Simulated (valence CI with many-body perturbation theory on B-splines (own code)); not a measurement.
# Which ion has this spectrum?

A relativistic CI+MBPT calculation for an atom or ion with 8 electrons gives these levels (eV):

```
J  Parity       E     g
2    even     0.0  1.34
0    even    37.0      
1    even   307.1  1.49
2    even   323.6  1.13
2     odd   560.9  1.48
1     odd   612.4  1.22
0    even   644.2      
0     odd   875.7      
1     odd   907.2  1.25
0    even  1204.4      
2     odd  4278.5  1.53
1     odd  4285.0  1.19
1    even  4352.9  1.51
2    even  4354.7  1.20
```

The energies are calculated, and their last digits are not significant.

Question: Which is it?
A. Ba48+
B. Te44+
C. Xe46+
D. I45+

Answer: D. I45+, ground level (2s^2 2p1/2^2 2p3/2^2) J=2.
